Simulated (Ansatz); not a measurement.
Start from `BO[SiH](O)F` and change one atom or group to get `C[Se][SiH](O)F`.

Ansatz, PBE0-D4/def2-TZVP geometries, multiplicity 1. Each molecule was computed in one conformer, which needn't be the lowest.

Scalar relativity is left out up to krypton. Spin–orbit coupling is left out; it splits and shifts lone-pair levels of the heavy atoms by tenths of an eV.

| property | `BO[SiH](O)F` |
| --- | --- |
| HOMO energy (PBE0/def2-TZVPP) / eV | -8.68 |
| LUMO energy (ωB97M-V/def2-TZVPP) / eV | 1.12 |
| LUMO energy (PBE/def2-TZVPP) / eV | -1.82 |
| HOMO energy (ωB97M-V/def2-TZVPP) / eV | -11.04 |
| HOMO–LUMO gap (PBE/def2-TZVPP) / eV | 5.37 |
| size of the dipole moment (PBE/def2-TZVPP) / D | 1.92 |

Problem. What does the change do to each property? (Best estimate.)

Solution. The calculation gave: 
| property | `C[Se][SiH](O)F` | shift |
| --- | --- | --- |
| HOMO energy (PBE0/def2-TZVPP) / eV | -6.93 | 1.75 |
| LUMO energy (ωB97M-V/def2-TZVPP) / eV | 1.57 | 0.45 |
| LUMO energy (PBE/def2-TZVPP) / eV | -1.12 | 0.70 |
| HOMO energy (ωB97M-V/def2-TZVPP) / eV | -9.09 | 1.95 |
| HOMO–LUMO gap (PBE/def2-TZVPP) / eV | 4.65 | -0.72 |
| size of the dipole moment (PBE/def2-TZVPP) / D | 2.28 | 0.36 |

With PBE0 the HOMO rises by 1.75 eV and the LUMO rises by 0.55 eV, so the gap narrows by about 1.20 eV. PBE moves the HOMO by 1.43 eV and ωB97M-V by 1.95 eV. Dipoles are sizes alone; their direction can turn.
